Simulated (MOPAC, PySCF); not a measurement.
H6Si3, SMILES `[SiH3][Si][SiH3]` (lower singlet), neutral singlet in the gas phase. This singlet lies 0.38 eV below the relaxed triplet at the level frozen-core CCSD(T)/cc-pVTZ // PBE0-D3(BJ)/def2-TZVP (Ansatz).

Z-matrix (Å, degrees):
```
Si
H 1 1.4888
H 1 1.4907 2 108.48
H 1 1.4994 2 107.72 3 -116.46
Si 1 2.3640 2 115.14 4 -109.47
Si 5 2.3644 1 88.25 2 -157.68
H 6 1.4889 5 115.13 1 -157.65
H 6 1.4907 7 108.46 5 -133.96
H 6 1.4993 7 107.74 8 -116.47
```
Charge 0, multiplicity 1.

All levels are single points at this geometry (PBE0-D3(BJ)/def2-TZVP); Pople sets use spherical d functions. Orbital energies aren't observables, and empty levels follow the basis.

| level | HOMO (eV) | LUMO (eV) | gap (eV) | dipole (D) | vertical IE, Delta-SCF (eV) |
|---|---|---|---|---|---|
| PBE-D3(BJ)/def2-TZVP in PySCF | -5.72 | -4.29 | 1.42 | 0.09 | – |
| PBE0-D3(BJ)/def2-TZVP in PySCF | -6.67 | -3.47 | 3.20 | 0.10 | – |
| B3LYP/3-21G in PySCF | -6.42 | -3.66 | 2.76 | 0.09 | – |
| B3LYP/6-311+G** in PySCF | -6.51 | -3.64 | 2.87 | 0.17 | – |
| BP86/6-31G* in PySCF | -5.74 | -4.30 | 1.44 | 0.07 | – |
| HF/3-21G in PySCF | -8.75 | -0.42 | 8.33 | 0.12 | – |
| HF/6-31G* in PySCF | -8.72 | -0.19 | 8.53 | 0.09 | 7.65 |
| HF/STO-3G in PySCF | -5.76 | 5.28 | 11.05 | 1.16 | – |
| PM7 in MOPAC | -9.22 | -0.73 | 8.49 | 1.52 | – |
